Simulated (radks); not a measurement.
Spherical quantum dot in the effective-mass picture: electrons in a hard-walled sphere of radius 9.89, with a point charge +2 (a donor) at the centre, all in effective atomic units (hartree* = m*/eps^2 hartree, bohr* = eps/m* bohr), one dielectric constant everywhere. Calculated with a radial shooting solver with Libxc functionals: non-relativistic Kohn-Sham, r2SCAN, spin-polarised, spherical densities, generalised Kohn-Sham scheme. Levels are named by radial order and angular momentum (1s, 1p, 1d, 2s, ...), and open shells are averaged over m.

N = 15, configuration 1s2 1p6 1d(up 5, down 0) 2s2. This is the lowest configuration that the search found. Occupied levels:

| level | occupation | eigenvalue (hartree*) | <r> (bohr*) |
|---|---|---|---|
| 1s down | 1 | 1.2406 | 0.9410 |
| 1s up | 1 | 1.2408 | 0.9425 |
| 2s up | 1 | 1.5728 | 7.197 |
| 1p up | 3 | 1.5953 | 7.267 |
| 2s down | 1 | 1.6059 | 7.062 |
| 1p down | 3 | 1.6307 | 7.156 |
| 1d up | 5 | 1.6394 | 7.388 |

Energy (hartree*): total 8.03984, kinetic 5.1024, external -10.451, Hartree 16.526, exchange-correlation -3.1376.
